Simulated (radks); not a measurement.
Values are calculated unless marked as measured or tabulated.
Pr13+, 46 electrons, occupied as [Kr] 4d10. Code: a radial shooting solver on a logarithmic mesh with Libxc functionals. Model: Dirac Kohn-Sham, PBE, spin-unpolarised, spherical densities, point nucleus.

Normalised radial functions P(r) = r R(r) (large component), r in bohr:

```
   r/bohr * 4p1/2 (the largest magnitude, 1.43, reaches the edge; | marks zero)
0.0009653                             *
 0.001237                             *
 0.001585                             *
 0.002048                             *
 0.002624                             *
 0.003362                             *
 0.004309                             |*
 0.005566                             |*
 0.007132                             |*
  0.00914                             | *
  0.01181                             |  *
  0.01513                             |   *
  0.01939                             |     *
  0.02504                             |      *
  0.03209                             |        *
  0.04113                             |          *
   0.0527                             |          *
  0.06808                             |        *
  0.08724                             |   *
   0.1118                          *  |
   0.1444                  *          |
   0.1851             *               |
   0.2371                *            |
   0.3063                            *|
   0.3925                             |              *
    0.503                             |                         *
   0.6446                             |                          *
   0.8327                             |                  *
    1.067                             |        *
    1.367                             |  *
    1.766                             |*
    2.263                             *
```

4p1/2: eigenvalue -458.73 eV, 2 radial nodes at r = 0.101, 0.312 bohr, <r> = 0.626 bohr, 90 % of the charge inside 0.906 bohr.
